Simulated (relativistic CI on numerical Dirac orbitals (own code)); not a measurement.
## What each ingredient does to the levels of Fe VIII

Base calculation: Dirac-Coulomb-Breit CI, KLI orbitals optimised for each configuration, model QED (radiative potential, 1s self-energy scaled to tabulated hydrogen-like ionisation energies), unscaled Slater integrals.

Configuration list (outside the closed core [Ne]): 3s2.3p6.3d, 3s2.3p5.3d2, 3s2.3p6.4s, 3s.3p6.3d2, 3s2.3p6.4p, 3s2.3p6.4d, 3s2.3p6.4f, 3s2.3p6.5s, 3s2.3p6.5p, 3s2.3p5.3d.4s, 3s2.3p6.5d, 3s2.3p6.5f, 3s2.3p6.5g, 3s2.3p6.6s, 3s2.3p5.3d.4p, 3s2.3p6.6p, 3s2.3p6.6d, 3s2.3p6.7s, 3s2.3p6.7p, 3s2.3p5.3d.4d, 3s.3p6.3d.4s, 3s.3p6.4s2, 3s2.3p5.3d.4f, 3s2.3p5.3d.5s, 3p6.3d3, 3p5.3d4. Double excitations out of closed p, d and f shells are left out; levels of such configurations are missing from the list, as are those of other unlisted configurations, and high levels can miss mixing partners. These lack a partner that the ground configuration has and come out too high: 3s2.3p5.3d.4s, 3s2.3p5.3d.4p, 3s2.3p5.3d.4d, 3s2.3p5.3d.4f, 3s2.3p5.3d.5s.

Variants: (1) P86 correlation estimate; (2) Breit term removed; (3) configuration mixing switched off. Shifts of the energy above 3s2.3p6.3d 2D_3/2, in cm⁻¹, for the lowest level and the first level of each name with at least 55 % of one term (blank where a level changes its place among those of its configuration and J or its character, or is not in the variant):

| Level | Base | Δ(1) | Δ(2) | Δ(3) | Measured |
| --- | --- | --- | --- | --- | --- |
| 3s2.3p6.3d 2D_3/2 | 0 | 0 | 0 | 0 | 0 |
| 3s2.3p6.3d 2D_5/2 | 1776 | 0 | +184 | +14 | 1836 |
| 3s2.3p5.3d2 4D°_1/2 | 386405 | +876 | +530 | -2834 |  |
| 3s2.3p5.3d2 4D°_3/2 | 387298 | +876 | +577 | -2834 |  |
| 3s2.3p5.3d2 4D°_5/2 | 388793 | +876 | +674 | -2834 |  |
| 3s2.3p5.3d2 4D°_7/2 | 390965 | +876 | +863 | -2831 |  |
| 3s2.3p5.3d2 4G°_11/2 | 409177 | +875 | +869 | -2926 |  |
| 3s2.3p5.3d2 4G°_9/2 | 410979 | +875 | +747 | -2929 |  |
| 3s2.3p5.3d2 4G°_7/2 | 413155 | +875 | +686 | -2929 |  |
| 3s2.3p5.3d2 4P°_5/2 | 414092 | +874 | +692 | -2976 |  |
| 3s2.3p5.3d2 4G°_5/2 | 415467 | +875 | +660 | -2923 |  |
| 3s2.3p5.3d2 4P°_3/2 | 417250 | +875 | +711 | -2971 |  |
| 3s2.3p5.3d2 4P°_1/2 | 419573 | +875 | +726 | -2971 |  |
| 3s2.3p6.4s 2S_1/2 | 419640 | +7653 | -137 | +3015 |  |
| 3s2.3p5.3d2 4F°_3/2 | 425397 | +875 | +494 | -2929 |  |
| 3s2.3p5.3d2 4F°_9/2 | 426918 | +875 | +905 | -2940 |  |
| 3s2.3p5.3d2 4F°_7/2 | 427982 | +875 | +821 | -2934 |  |
| 3s2.3p5.3d2 2F°_5/2 | 431942 | +882 | +775 | -2701 |  |
| 3s2.3p5.3d2 2D°_3/2 | 433289 | +880 | +727 | -2852 |  |
| 3s2.3p5.3d2 2F°_7/2 | 435542 | +884 | +863 | -2673 |  |
| 3s2.3p5.3d2 2P°_1/2 | 441274 | +903 | +697 | -2588 |  |
| 3s2.3p5.3d2 2P°_3/2 | 446992 | +905 | +885 | -2501 |  |

At this charge configurations can still be misplaced by up to about 7 % of their energy. 8 of the 18 excited levels that our extract of the measured tables holds in this range could be paired (the sources list more); they are missed by 1803 cm⁻¹ on average and 3805 at most, and levels without a partner can miss by more.

Measured levels: Corliss and Sugar, J. Phys. Chem. Ref. Data 11, 135 (1982).

Ionisation energy from the two ground configurations alone: base 150.002 eV; P86 correlation estimate 151.458 eV. The NIST ASD value (measured) is 151.06 eV.

LS names give the leading component of a level, which can be under half, so a name can repeat, a term be missing and a line seem to break the LS rules.
